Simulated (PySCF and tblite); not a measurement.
Results of a calculation; reference values are marked as such.
System: C₈H₁₀O, numbered as in [CH3:1][O:2][CH:3]1[CH:4]=[CH:5][CH:6]=[CH:7][CH:8]=[CH:9]1.

Motion: rotation about the C3–O2 bond (torsion C4–C3–O2–C1 from -76° to -170°, falling). GFN2-xTB gives an electronic barrier of 1.4 kcal/mol.

The barrier is low, and the GFN2-xTB saddle may lie off the DFT one, so take it as rough.

Question: What does PBE0/pcSseg-1 + D3(BJ) give on GFN2-xTB geometries?

Answer: A barrier of 1.6 kcal/mol, 0.1 above the tight-binding barrier (from unrounded values) and, with GFN2-xTB thermal terms, ΔG‡(298 K) = 1.9 kcal/mol and k = 2.6×10¹¹ s⁻¹ (1 equivalent path).

Programs: tblite and PySCF.
